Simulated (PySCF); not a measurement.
Li(OtBu), SMILES [Li][O]C(C)(C)C (GFN2-xTB optimised geometry):

```
15

Li    -1.166     2.253    -0.002
O     -0.642     0.810     0.000
C     -0.170    -0.487     0.000
C     -0.671    -1.228     1.253
C     -0.671    -1.228    -1.253
C      1.368    -0.487     0.000
H     -0.309    -2.253     1.270
H     -1.759    -1.231     1.259
H     -0.321    -0.708     2.142
H     -1.759    -1.230    -1.260
H     -0.310    -2.253    -1.270
H     -0.321    -0.709    -2.142
H      1.729     0.035     0.884
H      1.729     0.037    -0.882
H      1.759    -1.501    -0.001
```

Method: PBE0/def2-TZVP in PySCF.

Problem. What are the frontier orbital energies and the dipole moment?

Solution. HOMO-2 -8.69 eV, HOMO-1 -5.91 eV, HOMO -5.91 eV, LUMO -1.01 eV, LUMO+1 1.40 eV; dipole moment 5.25 D.

On the same geometry PBE/def2-TZVP in PySCF gives HOMO-2 -7.30 eV, HOMO-1 -4.54 eV, HOMO -4.54 eV, LUMO -1.54 eV, LUMO+1 0.78 eV; dipole moment 5.06 D.

Meta-Löwdin charges at PBE0/def2-TZVP: Li1 0.83, O2 -0.97, C3 0.29, C4 -0.36, C5 -0.36, C6 -0.36, H7 0.10, H8 0.10, H9 0.10, H10 0.10, H11 0.10, H12 0.10, H13 0.10, H14 0.10, H15 0.10.
